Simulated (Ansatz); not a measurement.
Cost and result for the atomization energy of C2H3FInN, SMILES `[CH3][In]([F])[C]#N` (8 atoms, 7 bonds).

Charge 0, multiplicity 1. Correlated methods include outer-core shells of In, which these sets cover unevenly. In: def2 effective core potential. Geometry: relaxed with PBE0-D4/def2-TZVP. Program: Ansatz. Hardware: A = 2 threads of a server CPU on a shared host; B = 2 threads of an AMD EPYC 7R13 on a shared host and a share of an NVIDIA H100 80 GB. Times are those of one run each, without the atoms' runs, and a repeat can differ threefold. Electronic energies, without spin–orbit coupling; frozen cores. CCSD(T)/CBS adds CCSD(T) − MP2 in def2-TZVPP to the MP2 limit, and its time is that of the two runs behind it. T1 = 0.015. With those shells the extrapolation isn't a true limit. HSE06 is the plane-wave form, built on full-range PBE exchange.

CCSD(T)/CBS is a level of theory with its own doubt, some kJ/mol a heavy atom from the limit and from the frozen cores, so smaller differences don't rank the functionals.

```json
{"level": "BLYP-D4/def2-TZVPP [A]", "functions": "216", "wall time": "3.4 s"}
{"level": "PBE-D4/def2-TZVPP (with forces) [A]", "functions": "216", "wall time": "3.4 s"}
{"level": "HSE06-D4/def2-TZVPP [A]", "functions": "216", "wall time": "5 s"}
{"level": "CAM-B3LYP-D4/def2-TZVPP [A]", "functions": "216", "wall time": "5.5 s"}
{"level": "CCSD(T)/def2-TZVPP [B]", "functions": "216", "wall time": "6 s"}
{"level": "PBE0-D4/def2-TZVPP [A]", "functions": "216", "wall time": "6 s"}
{"level": "r2SCANh-D4/def2-TZVPP [A]", "functions": "216", "wall time": "7 s"}
{"level": "ωB97X-V/def2-TZVPP [A]", "functions": "216", "wall time": "10 s"}
{"level": "B97M-V/def2-TZVPP [A]", "functions": "216", "wall time": "13 s"}
{"level": "CCSD(T)/def2-SVP [A]", "functions": "97", "wall time": "14 s"}
{"level": "ωB97M-V/def2-TZVPP (with forces) [A]", "functions": "216", "wall time": "16 s"}
{"level": "CCSD(T)/def2-QZVPP [B]", "functions": "400", "wall time": "29 s"}
{"level": "CCSD(T)/CBS(def2)", "functions": "–", "wall time": "35 s"}
```

Q: What atomization energy does each give, and how far from CCSD(T)/CBS? (An estimate is asked.)

A: The calculation gave: 
```tsv
level	atomization (kJ/mol)	difference from CCSD(T)/CBS	per bond
BLYP-D4/def2-TZVPP [A]	3062.7	0.0	0.0
PBE-D4/def2-TZVPP (with forces) [A]	3143.4	80.7	11.5
HSE06-D4/def2-TZVPP [A]	3046.1	-16.6	-2.4
CAM-B3LYP-D4/def2-TZVPP [A]	3056.3	-6.4	-0.9
CCSD(T)/def2-TZVPP [B]	2973.1	-89.6	-12.8
PBE0-D4/def2-TZVPP [A]	3044.0	-18.7	-2.7
r2SCANh-D4/def2-TZVPP [A]	3008.2	-54.5	-7.8
ωB97X-V/def2-TZVPP [A]	3066.0	3.3	0.5
B97M-V/def2-TZVPP [A]	3043.7	-19.0	-2.7
CCSD(T)/def2-SVP [A]	2872.9	-189.8	-27.1
ωB97M-V/def2-TZVPP (with forces) [A]	3063.2	0.5	0.1
CCSD(T)/def2-QZVPP [B]	3031.9	-30.8	-4.4
CCSD(T)/CBS(def2)	3062.7	0.0	0.0
```

The D4 term adds +22.0 kJ/mol with B3LYP and +11.5 kJ/mol with PBE0; it sums over pairs of atoms, weighted by their polarisabilities, and B3LYP, whose exchange is more repulsive, gets the larger term. From BLYP to BHLYP (50 % exact exchange), in def2-TZVPP and without D4, the atomization energy moves by −151.2 kJ/mol: exact exchange takes away binding that semilocal exchange gives to molecules. At CCSD(T), def2-SVP lies −189.8 kJ/mol from the extrapolated value and def2-TZVPP −89.6 kJ/mol: correlation converges slowly with the basis, and small sets miss more of it in the bonded molecule than in its fragments.

B3LYP here is the variant with VWN-RPA as its local correlation; programs differ in this.

Spin–orbit coupling would lower the free In atoms strongly, and the atomization energy with them, by more than many differences here.
